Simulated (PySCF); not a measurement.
Structure with atom numbers: `[CH3:1][c:2]1[cH:3][p:4][cH:5][c:6]([CH3:7])[n:8]1` (H(Xn): hydrogen on atom n).

- PBE0/pcSseg-1 with gauge-including orbitals
- geometry from GFN2-xTB
- program: PySCF
- non-relativistic, one conformer, no solvent, fast rotation and ring inversion assumed for equivalent nuclei

Referencing at the same level of theory: TMS for 13C and 1H; 31P vs H3PO4; 15N against NH3.

```tsv
atoms	nucleus	count	δ (ppm)
C2/C6	13C	2	165.5
C3/C5	13C	2	150.6
H(C3)/H(C5)	1H	2	?
P4	31P	1	268.0
C1/C7	13C	2	30.8
N8	15N	1	?
H(C1)/H(C7)	1H	6	2.84
```

Question: Estimate the values marked ?.

Answer: 
- H(C3)/H(C5): 8.62 ppm, hydrogen on an aromatic CH; it sits in the deshielding region of the aromatic ring current
- N8: 355.6 ppm, pyridine-type ring nitrogen

Shifts are as computed. Against solution values, carbons near 30 ppm lie about +3 ppm off and those near 130 ppm about +5 ppm. Of 1211 compounds with measured shifts, 218 miss one by over three times the rms of a fit or turn the order of signals round; such compounds aren't used in these exercises. Experimental scales use liquid or dissolved standards, which lie at an offset from isolated NH3 (liquid NH3: subtract about 20 ppm) and H3PO4. Unscaled 15N shifts of sp2 nitrogen come out 20 to 40 ppm too high even then.
